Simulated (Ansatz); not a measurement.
Abridged output of a molecular run in Ansatz:

```
Functional definition: HF
1549 factors; integrals over basis functions are off by at most 8.9e-4 eV
mean field evaluation 1: about -12738.6159 eV, gradient 3.7e1 eV
mean field evaluation 2: about -12738.9359 eV, gradient 3.7e1 eV
mean field evaluation 4: about -12742.6929 eV, gradient 4.3e0 eV
mean field evaluation 8: about -12742.7638 eV, gradient 3.0e-1 eV
mean field -12742.76435703 eV, -468.2879527648 hartree, gradient 1.9e-6 eV, S^2 0.000000; 0 other end points of the search recorded, 0 dependent functions left out
9 core orbitals not correlated: weight in the atoms' cores, before any rotation towards them, 1.000 or more for the frozen orbitals, at most 0.000 for the correlated occupied ones
reference -12742.76435703 eV, -468.2879527648 hartree; 14, 14 occupied and 241, 241 virtual orbitals, 1549 factors
second order -22.13266370 eV of doubles, -0.00000000 eV of singles
cycle   1  -22.52520896 eV  change   -3.9e-1 eV  update   1.1e-1
cycle   2  -23.11859038 eV  change   -5.9e-1 eV  update   3.3e-2
cycle   3  -23.25329994 eV  change   -1.3e-1 eV  update   1.8e-2
cycle   4  -23.24156999 eV  change    1.2e-2 eV  update   4.7e-3
cycle   5  -23.23962017 eV  change    1.9e-3 eV  update   2.3e-3
cycle   6  -23.24011326 eV  change   -4.9e-4 eV  update   7.7e-4
cycle   7  -23.23967243 eV  change    4.4e-4 eV  update   3.1e-4
cycle   8  -23.23958107 eV  change    9.1e-5 eV  update   1.3e-4
cycle   9  -23.23965082 eV  change   -7.0e-5 eV  update   5.1e-5
cycle  10  -23.23964217 eV  change    8.7e-6 eV  update   2.3e-5
perturbative correction -1.04353652 eV, -0.0383492599 hartree
Total energy: -12767.04753572 eV, -469.1803431219 hartree
```

Its atoms:

Z-matrix (Å, degrees):
```
B
C 1 1.848
Si 1 1.971 2 58.0
H 1 1.192 2 111.0 3 122.9
H 1 1.200 2 116.1 3 -95.8
C 2 1.366 1 80.8 3 136.2
H 2 1.088 1 109.2 3 -110.9
H 3 1.482 1 120.2 2 -102.9
H 3 1.480 1 125.9 2 91.0
O 6 1.345 2 120.7 1 110.4
H 6 1.085 2 122.5 1 -79.4
H 10 0.961 6 110.0 2 -173.2
```

Problem. Which basis set was used?
A. def2-TZVPPD
B. def2-TZVPP
C. cc-pV(Q+d)Z
D. def2-SVPD

Solution. B. It gives 264 functions.

Problem. Write the keys of the input that set method, charge and spin (a neutral closed shell needs none for the last two).

Solution. 
```yaml
correlation: {method: ccsd_t}
```
